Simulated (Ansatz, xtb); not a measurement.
# C5H5ClO: which of two isomers lies lower

Structure I: `OC1=C(Cl)CC=C1`, a singlet. Structure II: `OC1=CCC=C1Cl`, a singlet. Both are isolated molecules in the gas phase, relaxed with r2SCAN-D4/def2-SVP; the shapes shown needn't be the lowest conformers.

I (Å):

```yaml
atoms:
  - { symbol: C, position_ang: [0.6244, 0.6995, -0.1568] }
  - { symbol: C, position_ang: [-0.2870, 0.2881, 0.7680] }
  - { symbol: C, position_ang: [0.3760, -0.5673, 1.7972] }
  - { symbol: C, position_ang: [1.8059, -0.5892, 1.3303] }
  - { symbol: C, position_ang: [1.9310, 0.1475, 0.2006] }
  - { symbol: Cl, position_ang: [-1.9651, 0.7081, 0.7352] }
  - { symbol: O, position_ang: [0.4421, 1.4753, -1.2367] }
  - { symbol: H, position_ang: [-0.4983, 1.7171, -1.2646] }
  - { symbol: H, position_ang: [0.2853, -0.1485, 2.8178] }
  - { symbol: H, position_ang: [-0.0552, -1.5857, 1.8425] }
  - { symbol: H, position_ang: [2.6014, -1.1283, 1.8471] }
  - { symbol: H, position_ang: [2.8376, 0.3270, -0.3806] }
```

II (Å):

```xyz
12

C    -0.2137   -0.2641    0.3254
C    -0.1517    0.1176    1.6271
C     1.2368    0.6106    1.9101
C     1.9780    0.4695    0.6122
C     1.1066   -0.0405   -0.2841
Cl    1.3634   -0.4297   -1.9534
O    -1.2592   -0.7645   -0.3506
H    -0.9683   -0.9320   -1.2621
H    -0.9651    0.0770    2.3509
H     1.7338    0.0302    2.7126
H     1.2470    1.6628    2.2572
H     3.0213    0.7331    0.4419
```

Energies in hartree; the thermal terms are from GFN2-xTB frequencies at re-optimised GFN2-xTB minima (ideal gas, soft modes damped towards free rotors, one conformer each, 298.15 K, 1 atm) and include the zero-point energy:

|  | I | II |
| --- | --- | --- |
| E, CCSD(T)/def2-SVP | −727.283460 | −727.282188 |
| E, MP2/def2-SVP | −727.198382 | −727.197204 |
| E, MP2/def2-TZVPP | −727.907463 | −727.906899 |
| zero-point energy | 0.085436 | 0.085236 |
| H(298 K) − E | 0.092859 | 0.092601 |
| G(298 K) − E | 0.054741 | 0.054658 |

Question: Correct the CCSD(T) difference for the basis set by the MP2 change, then work out ΔE, ΔE₀, ΔH and ΔG for I → II in kJ/mol (1 Eh = 2625.50 kJ/mol) and the equilibrium ratio [II]/[I].

Answer: 1. Differences II − I: CCSD(T) +0.001272, MP2 in the small set +0.001178, MP2 in the large set +0.000564 Eh.
2. ΔE = +0.001272 + (+0.000564 − (+0.001178)) = +0.000658 Eh = +1.73 kJ/mol.
3. ΔE₀ = ΔE + ΔZPE = +0.000658 + (−0.000200) Eh = +1.20 kJ/mol.
4. ΔH = ΔE + (−0.000258) Eh = +1.05 kJ/mol.
5. ΔG = ΔE + (−0.000083) Eh = +1.51 kJ/mol, so ΔS = (ΔH − ΔG)/T = −1.5 J/(mol K).
6. kT = 0.9442 mEh, so K = [II]/[I] = exp(−ΔG/kT) = exp(−0.61) ≈ 0.54.

The two are too close for this level to say which is favoured. An error of 4 kJ/mol in ΔG would change K by a factor of 5. Mirror images and further conformers aren't counted.

As drawn, both hold the same kinds of bond in the same numbers.

Other levels gave ΔE = −1.4 (GFN2-xTB); +8.2 (HF/STO-3G, GFN2-xTB geometries); +0.1 (r2SCAN-D4/def2-SVP//GFN2-xTB); −0.1 (r2SCAN-D4/def2-SVP); +7.0 (HF/def2-SVP); +3.1 (MP2/def2-SVP); +3.3 (CCSD(T)/def2-SVP) kJ/mol. The correlated steps freeze 11 core orbitals. Programs: Ansatz 0.2.0, xtb 6.7.1.
